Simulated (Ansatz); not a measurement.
Born–Oppenheimer molecular dynamics of CH6BNSi (10 atoms, charge 0, multiplicity 1). It starts from a relaxed structure.

Method: RHF/def2-SVP in Ansatz.

```
ensemble        : NVT, Langevin thermostat
time step       : 0.5 fs
steps asked     : 150
set temperature : 1000 K
friction        : 0.01 /fs
seed            : 111999
```

First frame:

```xyz
10
Properties=species:S:1:pos:R:3
C -0.409 1.951 -1.022
N -0.498 0.760 -0.718
B -0.580 -0.551 -0.367
Si 0.666 -1.325 1.059
H 0.251 2.293 -1.821
H -0.987 2.721 -0.506
H -1.404 -1.231 -0.920
H 1.479 -2.437 0.496
H -0.119 -1.877 2.196
H 1.601 -0.303 1.602
```

Question: What does the run give?

Answer: All steps were run.

| Quantity | Value |
| --- | --- |
| steps done | 150 |
| time covered | 75 fs |
| mean temperature over the second half | 637 K |
| spread of the potential energy over the second half | 15.5 meV per atom |
| mean potential energy of the second half above the start | 96.3 meV per atom |

The mean temperature of the second half is 36 % below the set value. A run of 0.075 ps of so small a system gives no equilibrium averages.

Question: What happens to the structure?

Answer: The same pairs are bonded in the first frame and the last. Pairs count as bonded within 1.25 times the sum of covalent radii (0.12 Å more for H–H). The details hang on the random start.

Question: How do temperature and energy run in time?

Answer: 
| time (fs) | T (K) | potential energy less start (eV) |
| --- | --- | --- |
| 0.0 | 900 | 0.000 |
| 6.0 | 589 | 0.312 |
| 12.0 | 800 | 0.289 |
| 18.0 | 745 | 0.574 |
| 24.0 | 659 | 0.616 |
| 30.0 | 753 | 0.718 |
| 36.0 | 544 | 0.857 |
| 42.0 | 428 | 1.085 |
| 48.0 | 339 | 1.207 |
| 54.0 | 561 | 1.027 |
| 60.0 | 737 | 0.915 |
| 66.0 | 804 | 0.936 |
| 72.0 | 839 | 0.781 |

The run took 2.5 min on 1 thread of Arm Neoverse V2 (shared host), peak memory 0.15 GiB.
